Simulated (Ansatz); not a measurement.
Calculated with Ansatz (gas phase, PBE0-D4/def2-TZVP geometries, no zero-point term in ΔE). CCSD(T)/CBS is the MP2 limit (def2-TZVPP, def2-QZVPP) plus CCSD(T) − MP2 in def2-TZVPP, frozen cores. This one scheme is used for every species. Functionals use def2-TZVPP. B3LYP here is the variant with VWN-RPA as its local correlation; programs differ in this. For Se outer-core shells are correlated without core-valence functions, which leaves a few kJ/mol of doubt a bond. Scalar relativity is left out up to krypton. One conformer a species, not always the lowest.

`C[SiH2][Se][SiH3]` + `C#N` → `C[SiH2][Se]C#N` + SiH₄  (formal exchange of groups at the Se–Si bond)

```json
{"level": "B3LYP", "ΔE (kJ/mol)": "78.4"}
{"level": "HF/def2-QZVPP", "ΔE (kJ/mol)": "91.2"}
{"level": "MP2/def2-QZVPP", "ΔE (kJ/mol)": "92.5"}
{"level": "CCSD/CBS(def2)", "ΔE (kJ/mol)": "96.8"}
```

(1) What does CCSD(T)/CBS give? (An estimate is asked.)

Largest T1 diagnostic among the species: 0.014.

Answers

(1) Ansatz gave: +94.7 kJ/mol. The listed levels differ from it by -16.3, -3.5, -2.2, 2.1 kJ/mol.

From PBE to PBE0 (25 % exact exchange), in def2-TZVPP and without D4, ΔE moves by +8.0 kJ/mol. The D4 term adds +4.4 kJ/mol with B3LYP and +2.5 kJ/mol with PBE0; it sums over pairs of atoms, weighted by their polarisabilities, and B3LYP, whose exchange is more repulsive, gets the larger term. In def2-TZVPP, CCSD(T) changes the Hartree–Fock value by −5.4 kJ/mol (the triples alone add −2.1 kJ/mol) and MP2 by −3.8 kJ/mol.

CCSD(T)/CBS has its own doubt, a few kJ/mol and more with outer-core shells, so smaller differences from it don't rank the levels.
